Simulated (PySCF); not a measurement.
An element was calculated at PBE0 (PySCF 2.14, ECP, a double-zeta basis, no spin-orbit coupling), in the ground configurations that NIST lists.

```
electron affinity          : 0.771 eV
first ionisation energy    : 8.649 eV
second ionisation energy   : 15.814 eV
third ionisation energy    : 23.644 eV
polarisability of the atom : 51.3 bohr³
```

**Question.** Which element is it?

**Answer.** Bismuth (Bi, Z = 83), in aug-cc-pwCVDZ-PP with ECP60MDF. NIST lists 7.286, 16.703, 25.571 eV for these ionisation energies.
